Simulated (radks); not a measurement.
The mean radii <r> (bohr) of the occupied orbitals of an atom or ion are listed with their occupations. Method: Dirac Kohn-Sham, HCTH/407, spin-unpolarised, spherical densities, finite nucleus; Fermi nuclear charge, rms radius of each element as measured or else 0.836 A^(1/3) + 0.57 fm; computed with a radial shooting solver on a logarithmic mesh with Libxc functionals.

| orbital | occ. | <r> |
|---|---|---|
| 1s1/2 | 2 | 0.02364 |
| 2s1/2 | 2 | 0.1005 |
| 2p1/2 | 2 | 0.08421 |
| 2p3/2 | 4 | 0.09062 |
| 3s1/2 | 2 | 0.2659 |
| 3p1/2 | 2 | 0.2555 |
| 3p3/2 | 4 | 0.2679 |
| 3d3/2 | 4 | 0.2391 |
| 3d5/2 | 6 | 0.2430 |
| 4s1/2 | 2 | 0.6058 |
| 4p1/2 | 2 | 0.6215 |
| 4p3/2 | 4 | 0.6493 |
| 4d3/2 | 4 | 0.6955 |
| 4d5/2 | 6 | 0.7054 |
| 5s1/2 | 2 | 1.432 |
| 5p1/2 | 2 | 1.586 |
| 5p3/2 | 4 | 1.661 |
| 4f5/2 | 1.28571 | 0.9545 |
| 4f7/2 | 1.71429 | 0.9638 |

Name the element and its charge. Open shells, if any, are shared by 2j + 1.

Answer. Z = 60, neodymium, charge +3: Nd3+ in [Xe] 4f3. The 1s radius gives Z: for a bare nucleus <r> = (2 gamma + 1)/(2Z) with gamma = sqrt(1 - (Z/c)^2), 0.02332 bohr for Z = 60, and screening makes it slightly larger (0.02364 here). The occupations add up to 57, and the charge is Z minus that.
